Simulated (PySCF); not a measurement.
**Constants of SbCl, step by step**

State: ³Σ⁻, triplet, unpaired electrons π ↑↑. De refers to Sb + Cl. ROHF-based CCSD(T) in PySCF 2.14 with Sb cc-pwCVDZ-PP with ECP28, Cl aug-cc-pV(D+d)Z and Sb cc-pwCVTZ-PP with ECP28, Cl aug-cc-pV(T+d)Z (frozen core orbitals: 9; scalar-relativistic core potentials). Correlation energies are extrapolated as n⁻³ (n = 2, 3), Hartree–Fock as (n+1)·exp(−9√n).

```
      Level  Re (Å)  ωe (cm⁻¹)  ωexe (cm⁻¹)  αe (cm⁻¹)  De (eV)
 CCSD(T)/DZ  2.3973      345.6         1.01   0.000453    2.645
 CCSD(T)/TZ  2.3489      369.0         1.13   0.000479    2.953
     HF/CBS  2.3530      374.2         1.07   0.000460    1.875
    MP2/CBS  2.3237      384.4         1.10   0.000470    3.138
   CCSD/CBS  2.3345      379.2         1.12   0.000473    2.882
CCSD(T)/CBS  2.3386      375.0         1.14   0.000480    3.042
```

Question: How much is left between CCSD(T)/TZ and the basis-set limit, and how much do the triples give at the limit?

Answer: CCSD(T)/CBS less CCSD(T)/TZ: -10.3 mÅ in Re, +6.0 cm⁻¹ in ωe and +0.089 eV in De. CCSD(T)/CBS less CCSD/CBS: +4.1 mÅ in Re, -4.2 cm⁻¹ in ωe and +0.160 eV in De.

The T1 diagnostic is 0.015. The state was picked by a PBE0 search and need not be the measured ground state. Spin–orbit coupling, excitations beyond (T) and corrections to the Born–Oppenheimer picture are left out, and spin–orbit coupling matters for open p, d or f shells this heavy.

The whole job (state search and all basis sets along the bond) took about 33 min on 4 threads of Arm Neoverse V1 (shared host), peak memory 13 GiB.
